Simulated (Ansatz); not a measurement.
`B[SiH](B)[SiH2]C` → 2 B• + C• + 10 H• + 2 Si•  (atomization)

Computed with Ansatz on PBE0-D4/def2-TZVP structures; ΔE is electronic, products minus reactants. CCSD(T)/CBS adds triple-zeta CCSD(T) − MP2 to the extrapolated MP2 energy (def2 sets, frozen cores). This one scheme is used for every species, atoms too. Functionals use def2-TZVPP. No spin–orbit coupling; open shells (•) take unrestricted orbitals. Spin–orbit coupling would lower the free atoms: a little for B, C, Si. One conformer a species, not always the lowest.

`B[SiH](B)[SiH2]C`:

Z-matrix (Å, degrees):
```
Si
B 1 1.977
Si 1 2.384 2 97.1
B 1 1.977 2 117.4 3 -100.7
H 1 1.490 2 116.9 3 113.0
H 2 1.197 1 119.0 3 68.9
H 2 1.195 1 122.6 3 -107.3
C 3 1.873 1 112.2 2 -57.6
H 3 1.490 1 108.0 2 64.6
H 3 1.490 1 108.2 2 -179.8
H 4 1.195 1 122.5 2 -152.5
H 4 1.197 1 119.1 2 31.7
H 8 1.092 3 110.9 1 60.4
H 8 1.092 3 110.9 1 -59.6
H 8 1.093 3 110.2 1 -179.6
```

| level | ΔE (kJ/mol) |
| --- | --- |
| PBE0-D4 | 4919.6 |
| ωB97X-V | 4945.3 |

Task: What does CCSD(T)/CBS give? (Best estimate.)

Result: Computed: +4900.0 kJ/mol. The listed levels differ from it by 19.6, 45.3 kJ/mol.

Largest T1 diagnostic among the species: 0.015.

The D4 term adds +55.1 kJ/mol with B3LYP and +29.6 kJ/mol with PBE0; it sums over pairs of atoms, weighted by their polarisabilities, and B3LYP, whose exchange is more repulsive, gets the larger term. From PBE to PBE0 (25 % exact exchange), in def2-TZVPP and without D4, ΔE moves by −13.2 kJ/mol: exact exchange takes away binding that semilocal exchange gives to molecules.

B3LYP here is the variant with VWN-RPA as its local correlation; programs differ in this.

For atomizations the MP2-based limit and the directly extrapolated one differ by several kJ/mol either way, and by 10 to 25 for some Ge, Se and Sn compounds, so smaller differences from it don't rank the levels.
